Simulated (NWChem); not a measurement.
Molecule: SiP2H6; SMILES P[SiH2]P

```xyz
9

Si     0.0000     0.0000    -0.8195
P     -1.9727     0.0000     0.3323
P      1.9727     0.0000     0.3323
H      0.0000     1.2186    -1.7043
H      0.0000    -1.2186    -1.7043
H     -1.5403    -1.0441     1.2280
H     -1.5403     1.0441     1.2280
H      1.5403     1.0441     1.2280
H      1.5403    -1.0441     1.2280
```
Atoms are numbered in this order, from 1.

Computed with NWChem. Pople sets run with spherical d functions. Coordinates come from a PBE-D3(BJ)/def2-SVP optimisation. Ions are spin-unrestricted doublets at the neutral geometry; other ion states weren't tried.

For level B3LYP/6-31G*:

```
Quantity       Result
-------------  ------
−ε(HOMO) (eV)    6.85
```

How do the values read with level r2SCAN/6-31G* instead?

The −ε(HOMO) (eV) is 6.30.
